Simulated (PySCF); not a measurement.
Li2 (SMILES [Li][Li]), singlet, geometry from GFN2-xTB (such geometries of metal compounds can be far from the true shape). Base run: PBE0/cc-pVTZ (PySCF).

Geometry (Å):
```xyz
2

Li     0.0000     0.0000    -1.1496
Li     0.0000     0.0000     1.1496
```
All else is at PySCF's defaults.

The base run was repeated with changes; each row names its change, and settings that it needs were set with it.

| change | basis functions | E (Eh) | HOMO (eV) | HOMO-LUMO gap (eV) |
|---|---|---|---|---|
| base | 60 | -14.95712 | -3.92 | 2.73 |
| basis = jorge-DZP-DKH; relativity = spin-free X2C; nucleus = Gaussian (with mol.nucmod = 'G') | 30 | -14.95633 | -3.92 | 2.73 |
| basis = ANO-RCC-VDZP; relativity = spin-free X2C; nucleus = Gaussian (with mol.nucmod = 'G') | 28 | -14.95750 | -3.96 | 2.78 |
| basis = ANO-RCC-VDZP; relativity = spin-free X2C | 28 | -14.95750 | -3.96 | 2.78 |
| basis = x2c-SVPall; relativity = spin-free X2C | 18 | -14.94279 | -3.87 | 2.70 |
| basis = ANO-RCC-VDZP; relativity = none | 28 | -14.95610 | -3.96 | 2.78 |
| basis = jorge-DZP-DKH; relativity = none | 30 | -14.95497 | -3.92 | 2.73 |
| basis = jorge-DZP-DKH; relativity = spin-free X2C | 30 | -14.95633 | -3.92 | 2.73 |
| basis = x2c-SVPall; relativity = spin-free X2C; nucleus = Gaussian (with mol.nucmod = 'G') | 18 | -14.94279 | -3.87 | 2.70 |
| basis = x2c-SVPall; relativity = none | 18 | -14.94144 | -3.87 | 2.70 |

Absolute energies of different levels of theory aren't comparable as measures of quality.

Basis sets contracted for a relativistic Hamiltonian are a mismatch without it, so the rows without relativity aren't non-relativistic limits. No row has spin-orbit coupling; sets with core potentials leave out the core electrons.
